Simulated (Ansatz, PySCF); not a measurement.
ClHg (SMILES [Cl][Hg+]), charge +1, singlet, geometry from GFN2-xTB (such geometries of metal compounds can be far from the true shape) (core potentials on Hg). Base run: BLYP/def2-TZVP run with PySCF.

The PySCF input:
```python
from pyscf import gto, scf, dft

mol = gto.Mole()
mol.atom = '''
    Hg   -0.000000   -0.000000   -0.387345
    Cl    0.000000    0.000000    1.822799
'''
mol.basis = 'def2-tzvp'
mol.ecp = {'Hg': 'def2-tzvp'}
mol.charge = 1
mol.spin = 0
mol.verbose = 4
mol.build()

mf = dft.RKS(mol)
mf.xc = 'blyp'
mf.kernel()
```

The same geometry, method and basis name were run in Ansatz (a quantum-chemistry and plane-wave program) and PySCF, at each program's defaults and at the settings that a row names. The base is PySCF at its defaults. Differences at the defaults can come from grids, fitting, cores and function types together.

```csv
code and settings,ΔE vs base (µEh),basis functions,E (Eh),SCF cycles
"PySCF, defaults (exact integrals, its default grid, spherical functions)",0.0,80,-613.34525,13
"Ansatz, defaults (factorised integrals, its default grid, spherical functions)",2.8,80,-613.34525,-
"PySCF, density fitting with def2-universal-jkfit",-12.2,80,-613.34526,13
"PySCF, fine grid",2.4,80,-613.34525,13
"Ansatz, high accuracy",2.3,80,-613.34525,-
```
